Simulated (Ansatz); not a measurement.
Cost and result up the ladder for the cluster Cd₇Se₆Br₂ (15 atoms). Total charge 0; singlet. Geometry: PBE-D4/def2-SVP.

Cartesian coordinates in Å:
```
Cd -1.868 -0.031 2.821
Cd -2.065 0.384 -0.603
Cd 1.893 3.545 -0.466
Cd -0.172 2.621 0.961
Cd -0.740 -2.697 1.230
Cd 1.242 0.134 -2.685
Cd 0.181 -2.188 -1.942
Se -2.678 1.978 1.493
Se 0.976 0.089 0.776
Se -2.313 -2.143 -0.870
Se 3.288 1.802 -2.022
Se -1.009 -2.156 3.707
Se 3.215 0.732 0.188
Br -0.979 2.056 -2.380
Br 1.031 -4.127 -0.209
```

Ansatz on 2 threads of AMD EPYC 7R13 on a shared host and a share (18 GiB) of an NVIDIA H100 80GB HBM3. Times are rough, and most runs start from the orbitals of an earlier one. No level here is sound enough to serve as a yardstick. Binding counts from free atoms at the same level (Cd singlet, Se triplet, Br doublet; other spins of the atoms weren't run), without zero-point energy or a counterpoise term.

In the def2 sets Cd takes a core potential; there is no spin–orbit coupling. Correlated methods freeze 72 core orbitals; core or outer-core shells of Cd, Se, Br are correlated, in sets that lack core-valence functions. The rows differ in basis, and correlated rows in double-zeta sets carry the largest basis error. Single mean-field runs in def2-SVP, def2-TZVP are fitted with def2-universal-jkfit. The structure comes from a short search, and lower isomers may exist.

Correlated methods converge slowly with the basis, most of all in double-zeta sets.

| level | functions | wall time |
| --- | --- | --- |
| BLYP-D4/def2-SVP | 473 | 3.7 s |
| PBE-D4/def2-TZVP | 664 | 3.7 s |
| PBE0-D4/def2-SVP | 473 | 4.5 s |
| PBE0-D4/def2-TZVP | 664 | 5 s |
| r2SCAN-D4/def2-SVP | 473 | 5.5 s |
| PBE-D4/def2-SVP (with forces) | 473 | 5.5 s |
| MP2/def2-SVP | 473 | 11 s |
| RPA@PBE/def2-SVP | 473 | 11 s |

Question: Estimate what each level gives for the binding energy per atom (eV).

Answer: 
```
                        level  binding energy per atom (eV)
             BLYP-D4/def2-SVP                          1.75
             PBE-D4/def2-TZVP                          1.90
             PBE0-D4/def2-SVP                          1.90
            PBE0-D4/def2-TZVP                          1.88
           r2SCAN-D4/def2-SVP                          1.94
PBE-D4/def2-SVP (with forces)                          1.93
                 MP2/def2-SVP                          1.82
             RPA@PBE/def2-SVP                          1.48
```
